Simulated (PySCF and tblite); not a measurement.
C₅H₆N₂O, numbered as in [CH3:1][O:2][c:3]1[cH:4][cH:5][n:6][n:7][cH:8]1. The ensemble was built from 60 distance-geometry starts (ETKDG and KDG, MMFF94s, GFN2-xTB) and rests on GFN2-xTB geometries. Weights use B3LYP-D3(BJ)/def2-SVP (IEF-PCM, dimethylsulfoxide) energies plus GFN2-xTB zero-point and thermal terms (modes under about 100 cm⁻¹ blended into free rotors). Symmetry numbers and mirror images are counted. Conformers within 2.5 kcal/mol (GFN2-xTB free energy) were kept, 6 at most. GIAO shieldings: wB97X-D/pcSseg-1 (IEF-PCM, dimethylsulfoxide). Shifts are against TMS (¹H), TMS (¹³C) at the same level. Codes: tblite and PySCF.

Torsions listed: C1–O2–C3–C4.

Two conformers hold nearly all the population. I: 180°; δ(C4) = 124.27 ppm. II: 0°; δ(C4) = 116.20 ppm. The average over the ensemble at 298.15 K is 117.86 ppm.

Task: What populations and free-energy difference follow from a two-state model?

Result: p(I) = (117.86 − 116.20)/(124.27 − 116.20) = 0.21, so K = p(II)/p(I) = 3.86 and G(II) − G(I) = −RT ln K = -0.80 kcal/mol. The weights computed directly are 20.6 % and 79.4 %.
